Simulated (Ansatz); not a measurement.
ClFH₄SSi₂ (`F[SiH2]S[SiH2]Cl`), charge 0, multiplicity 1.

Q: Give a relaxed structure at PBE0-D4/def2-TZVP (Ansatz). (An estimate is asked.)

A: The calculation gave: 
Z-matrix (Å, degrees):
```
Si
S 1 2.123
F 1 1.596 2 110.7
H 1 1.477 2 107.2 3 117.5
H 1 1.479 2 110.5 3 -118.7
Si 2 2.129 1 97.6 3 84.9
Cl 6 2.050 2 111.7 1 83.0
H 6 1.479 2 110.4 1 -36.4
H 6 1.477 2 106.9 1 -158.8
```
This is one stationary point; other conformers may exist.
